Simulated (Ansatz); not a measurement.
`B[SiH2][SiH2]O` + `BO` → `BO[SiH2]B` + silanol at 500 K and 1 bar (cleavage of the Si–Si bond).

Computed with Ansatz on PBE0-D4/def2-TZVP structures; ΔE is electronic, products minus reactants. CCSD(T)/CBS adds triple-zeta CCSD(T) − MP2 to the extrapolated MP2 energy (def2 sets, frozen cores). This one scheme is used for every species. One conformer a species, not always the lowest.

```
         species  CCSD(T)/CBS energy (Eh)  H − E (kJ/mol)  S (J/(mol·K))
`B[SiH2][SiH2]O`               -682.33401           231.5          437.9
            `BO`               -101.80414           113.6          256.0
     `BO[SiH2]B`               -417.47687           209.6          396.9
       `O[SiH3]`               -366.69042           127.5          292.9
```

H − E and S are ideal-gas, rigid-rotor, harmonic terms from PBE0-D4/def2-TZVP, for one conformer and one mirror image of each species. 1 Eh = 2625.50 kJ/mol, R = 8.31446 J/(mol·K).

Problem. By hand: ΔE, ΔH, ΔS and ΔG.

Solution. ΔE = (-417.47687) + (-366.69042) − (-682.33401) − (-101.80414) = -0.02914 Eh = -76.5 kJ/mol. Δ(H − E) = 209.6 + 127.5 − 231.5 − 113.6 = -8.0, so ΔH = -84.5 kJ/mol. ΔS = 396.9 + 292.9 − 437.9 − 256.0 = -4.1 J/(mol·K). ΔG = -84.5 − 500 × (-4.1)/1000 = -82.5 kJ/mol.

Problem. By hand: the equilibrium constant, and the temperature at which ΔG would vanish if ΔH and ΔS stayed fixed.

Solution. log₁₀ K = −ΔG/(RT ln 10) = 8.6. ΔG = 0 at ΔH/ΔS = 20610 K, far beyond where these terms or the molecules hold.

The number of gas molecules stays the same, so ΔS is small and ΔH decides. A doubt of 5 kJ/mol in ΔE shifts log₁₀ K by 0.5 here. Other conformers and mirror images would add mixing entropy, several J/(mol·K) or more a flexible species. Modes under 60 cm⁻¹, often nearly free rotors, make the harmonic entropy too high. These are equilibria of isolated gas molecules and say nothing of rates. Largest T1 diagnostic: 0.014 (customary marks: 0.02 for closed shells, 0.045 for open ones).
